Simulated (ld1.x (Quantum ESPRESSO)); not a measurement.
**Ranking TM semilocal potentials for I (Z = 53)**

All share these settings but for the change named:

- Element: iodine
- Generator: ld1.x (Quantum ESPRESSO) 7.5
- Type: norm-conserving Troullier–Martins (semilocal form)
- Functional: PW91
- Relativity: scalar-relativistic
- Frozen core: [Kr] 4d10
- Valence charge: 7
- Reference configuration: 5s2 5p5
- Partial waves: 5p (bound): rc 1.75 bohr; 5s (bound): rc 1.50 bohr
- Local potential: the s channel
- Core correction: none

Test errors are all-electron minus pseudo excitation energies from the reference, over 5s2 5p4; 5s2 5p3; 5s2 5p2; 5s2 5p4.5; 5s1 5p5; 5s1 5p6; 5s2 5p5.3. None of these files shows a bound ghost.

The base gives 10.0 meV.

Of 8 variants that were run, those that failed, showed a ghost or another fault, or gave nearly equal values are left out.

Problem. Rank these variants by their largest absolute test error, smallest first.
A. wave 5p (bound): rc 1.75 bohr becomes 5p (bound): rc 1.60 bohr
B. wave 5p (bound): rc 1.75 bohr becomes 5p (bound): rc 1.94 bohr
C. wave 5p (bound): rc 1.75 bohr becomes 5p (bound): rc 2.66 bohr
D. wave 5p (bound): rc 1.75 bohr becomes 5p (bound): rc 2.34 bohr
E. wave 5p (bound): rc 1.75 bohr becomes 5p (bound): rc 1.32 bohr

Solution. B (7.5 meV), D (11.3 meV), A (16.3 meV), C (23.4 meV), E (259.4 meV).
